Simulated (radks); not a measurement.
Valence configurations of In+ (all share [Kr]). Method: scalar-relativistic Kohn-Sham, PBE, spin-polarised, spherical densities, point nucleus; open shells are filled with parallel spins first (spin-orbit coupling, left out, can overturn this in heavy ions); computed with a radial shooting solver on a logarithmic mesh with Libxc functionals. Order these by energy: 4d10 5s1.5 5p0.5; 4d10 5s1 5p1; 4d10 5s0.5 5p1.5; 4d10 5p2; 4d9 5s1 5p2; 4d8.5 5s1.5 5p2; 4d9.5 5s1.5 5p1; 4d10 5s2; 4d9.5 5s1 5p1.5; 4d9 5s2 5p1.

Answer. From the lowest, in eV above it: 4d10 5s2 0.000; 4d10 5s1.5 5p0.5 3.066; 4d10 5s1 5p1 5.792; 4d10 5s0.5 5p1.5 9.180; 4d9.5 5s1.5 5p1 12.254; 4d10 5p2 12.595; 4d9.5 5s1 5p1.5 14.948; 4d9 5s2 5p1 19.288; 4d9 5s1 5p2 24.929; 4d8.5 5s1.5 5p2 33.119. NIST lists [Kr] 4d10 5s2 as the ground configuration; this level of theory agrees among the configurations tried. The energies are those of spherical high-spin densities, not of single terms.
